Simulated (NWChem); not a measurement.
# A calculation on H3BS

SMILES: BS
```xyz
5

B      0.7964     0.9179     0.0000
H      0.3680     2.0438     0.0000
H      1.9745     0.6698     0.0000
S     -0.4203    -0.3663     0.0000
H      0.3998    -1.4414     0.0000
```
Charge 0, spin multiplicity 1.

All runs are NWChem calculations. All single points use one geometry, from PBE0/def2-SVP, a minimum by its harmonic frequencies. It is one conformer; others weren't searched.

Symmetry labels belong to the abelian group Cs used in the runs, with the axes of the coordinates shown.

The structure started from a generated list of species.

Problem. List the lowest 6 singlet excitations that TDA-CAM-B3LYP/def2-SVPD gives, with oscillator strengths.

Solution. 
```tsv
state	symmetry	energy (eV)	wavelength (nm)	f
1	a"	6.24	199	0.000
2	a'	6.67	186	0.209
3	a"	6.87	180	0.004
4	a"	7.04	176	0.023
5	a'	8.12	153	0.017
6	a"	8.16	152	0.054
```
